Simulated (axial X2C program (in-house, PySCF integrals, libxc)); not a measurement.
# Levels of LiK⁻ by electron attachment to LiK (EOM-EA-CCSD)

Calculated with an in-house all-electron X2C program for linear molecules (integrals from PySCF): two-component X2C with atomic mean-field Coulomb and Gaunt terms, Gaussian nuclei, basis K dyall-acv3z, Li dyall-acv3z with contracted cores.

R = 3.681 Å (1.090 times 3.377 Å, the PBE0 minimum at charge 0 for the lowest determinant).

Levels of LiK⁻ obtained by attaching an electron to LiK:

| Ω | binding energy (eV) | above lowest (cm⁻¹) | attached spinor | one-particle weight |
| --- | --- | --- | --- | --- |
| 1/2 | 0.430 | 0 | 45% K pσ, 25% K sσ, 21% Li pσ | 0.93 |
| 3/2 | -0.068 | 4016 | 81% K pπ, 18% Li pπ | 0.97 |
| 1/2 | -0.068 | 4017 | 81% K pπ, 18% Li pπ | 0.97 |
| 1/2 | -0.076 | 4080 | 61% K sσ, 21% K pσ, 11% Li pσ | 0.98 |
| 1/2 | -0.173 | 4864 | 68% K pσ, 20% K sσ, 9% Li pσ | 0.99 |
| 1/2 | -0.275 | 5687 | 55% K pπ, 42% Li pπ | 0.96 |
| 3/2 | -0.276 | 5695 | 56% K pπ, 42% Li pπ | 0.96 |

Negative binding energies belong to unbound states, resonances or levels that the basis set holds; within some tenths of an eV of zero the sign is not settled.

This point took 8.8 s on 1 thread of Arm Neoverse V2 (shared host).

Reference electrons by ω block (each with its −ω partner): 1/2: 9, 3/2: 2. 10 electrons of LiK correlated (inner shells frozen), 92 natural virtual spinors (a truncated set); levels can be off by some tenths of an eV. Roots sought by Ω: (1/2: 5, 3/2: 4, 5/2: 2, 7/2: 1); the list ends where they run out and leaves out roots under 60 % one-particle weight. The solver can skip a root, and states that need a further excitation, which the method places far too high, are missing though they may lie low or lowest. T1 of the reference 0.013 (Lee–Taylor). Number of frozen shells: K 2 s, 1 p; Li 1 s.
